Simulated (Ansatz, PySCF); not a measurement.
Gas-phase reaction (SMILES): CCO[Si](C)(C)C + N (NH3) → C[Si](C)(C)N + CCO [ethanol]; ammonia cleaves one Si-O bond, a model of a ligand-exchange step.

Each molecule is optimised on its own at B3LYP-D3(BJ)/def2-TZVP (Ansatz, a program for electronic structure), one conformer each, not searched for the lowest. Valence correlation only, unless marked. No spin-orbit coupling. Non-relativistic. CBS(X,Y): correlation extrapolated as X^-3; Hartree-Fock from the larger set. [CCSD(T)-MP2]/basis is that difference in the basis named. Thermal terms are rigid-rotor harmonic-oscillator values from B3LYP-D3(BJ) frequencies (PySCF) at 298.15 K and 1 atm. 1 Eh = 627.5095 kcal/mol.

```
species         E, RI-MP2/CBS(aug-cc-pV(T+d)Z,aug-cc-pV(Q+d)Z)+[CCSD(T)-MP2]/aug-cc-pV(T+d)Z (Ansatz) (Eh)  E, wB97M-V/def2-TZVPD (Ansatz) (Eh)  H - E (Eh)
--------------  ------------------------------------------------------------------------------------------  -----------------------------------  ----------
CCO[Si](C)(C)C                                                                                  -563.02900                           -563.70482     0.19368
N (NH3)                                                                                          -56.50756                            -56.55014     0.03799
C[Si](C)(C)N                                                                                    -464.63552                           -465.20891     0.14628
CCO                                                                                             -154.88074                           -155.02601     0.08491
```

Work out ΔE and ΔH at 298.15 K at the first level, then ΔH at the second.


1. ΔE = [(-464.63552) + (-154.88074)] - [(-563.02900) + (-56.50756)] = 0.02030 Eh = 12.7 kcal/mol at RI-MP2/CBS(aug-cc-pV(T+d)Z,aug-cc-pV(Q+d)Z)+[CCSD(T)-MP2]/aug-cc-pV(T+d)Z.
2. The terms H - E add up to -0.00048 Eh, so ΔH = (0.02030 + (-0.00048))×627.5095 = 12.4 kcal/mol.
3. At wB97M-V/def2-TZVPD the same steps give ΔE = 12.6 and ΔH = 12.3 kcal/mol, a shift of -0.1 from the first level.
4. These values are not checked against measurement here, since the tables used lack a sound gas-phase enthalpy of formation for at least one species.
